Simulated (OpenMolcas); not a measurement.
Ta3+ in a ligand field

Ta3+ with 4 ligands (chloride) in square-planar coordination (D4h) at 2.35 Å. A charge of +0.25 e stands 2.6 Å behind each ligand. Ligand basis ANO-RCC-VDZP.

| Item | Value |
| --- | --- |
| Program | OpenMolcas |
| Method | SS-CASPT2, IPEA 0.25 Eh, imaginary shift 0.1 Eh (the lowest 24 gerade and 22 ungerade orbitals frozen, chosen by energy and not by shell, so the metal 5p can be frozen and 4f correlated) |
| Basis | ANO-RCC-VTZP [8s7p5d3f2g1h] |
| Scalar Hamiltonian | DKH2, point nucleus |
| Active space | 2 electrons in 5 orbitals (5d) |
| State averaging | 2S+1 = 3 even, 10 roots; 2S+1 = 1 even, 15 roots |
| Spin-orbit coupling | state interaction with AMFI integrals over the reference wave functions |

The lowest spin-free states (labels of D4, the rotations of D4h), above the lowest:

| State | Degeneracy | E (cm-1) |
| --- | --- | --- |
| 2S+1 = 1 | 1 | 0 |
| 3E | 2 | 53 |
| 2S+1 = 3 | 1 | 2810 |
| 2S+1 = 1 | 1 | 4300 |
| 1E | 2 | 6570 |
| 2S+1 = 3 | 1 | 8620 |
| 3E | 2 | 14550 |
| 2S+1 = 1 | 1 | 14600 |
| 2S+1 = 1 | 1 | 15790 |
| 2S+1 = 1 | 1 | 18820 |
| 1E | 2 | 20410 |
| 2S+1 = 3 | 1 | 30610 |
| 2S+1 = 1 | 1 | 31090 |
| 2S+1 = 1 | 1 | 33570 |
| 3E | 2 | 42240 |
| 1E | 2 | 47060 |
| 2S+1 = 3 | 1 | 51810 |
| 2S+1 = 1 | 1 | 54810 |
| 2S+1 = 1 | 1 | 84370 |

The lowest levels with spin-orbit coupling:

| E (cm-1) | Degeneracy | 2S+1 | g |
| --- | --- | --- | --- |
| 0 | 1 | 3 (68 %) |  |
| 2300 | 1 | 3 |  |
| 2330 | 2 | 3 | 0.00 0.00 0.95 |
| 2580 | 1 | 3 |  |
| 3270 | 1 | 3 (82 %) |  |
| 4470 | 1 | 1 (68 %) |  |
| 5810 | 2 | 3 | 0.00 0.00 2.56 |
| 6780 | 1 | 3 |  |
| 7290 | 1 | 1 (75 %) |  |
| 9300 | 2 | 1 (70 %) | 0.00 0.00 1.80 |
| 12150 | 1 | 3 |  |
| 12600 | 2 | 3 (77 %) | 0.00 0.00 3.18 |
| 16070 | 1 | 3 (78 %) |  |
| 16730 | 1 | 3 (76 %) |  |
| 17800 | 2 | 3 | 0.00 0.00 1.73 |
| 18360 | 1 | 3 |  |
| 18710 | 1 | 1 (75 %) |  |
| 18750 | 1 | 3 |  |
| 19480 | 1 | 1 (83 %) |  |
| 22410 | 1 | 1 |  |

Powder χT (cm3 K/mol): 0 at 2 K, 0.00247 at 10 K, 0.0123 at 50 K, 0.0247 at 100 K, 0.0493 at 200 K, 0.074 at 300 K. The effective moment at 300 K is 2.828 √(χT) = 0.77 μB.

Over all roots computed the reference weight is 0.73 to 0.74; a low but even weight reflects the number of correlated electrons. Spin-orbit coupling mixes the spin-free states strongly: the lowest level takes only 66 % from its leading state, 3E, which lies 53 cm-1 above the lowest spin-free state. The least metal-like active orbital is 68 % on the metal (Löwdin) and no ligand orbital is active, so the numbers are rough. Ligand-to-metal charge-transfer states are missing. With no ligand orbital active B as a rule stays too high, so bands that hang on it stand too high and its fall with covalency is understated. No measured value stands beside these numbers; the geometry is a model, was not optimised and need not be the one that this ion takes.

The CASPT2 steps took 2.3 min on 1 thread of Arm Neoverse V1, on a shared host; the integral step is not counted.

A state without a sure symmetry label is named by its multiplicity alone. With an even number of electrons the g values are those of a degenerate or nearly degenerate non-Kramers pair.
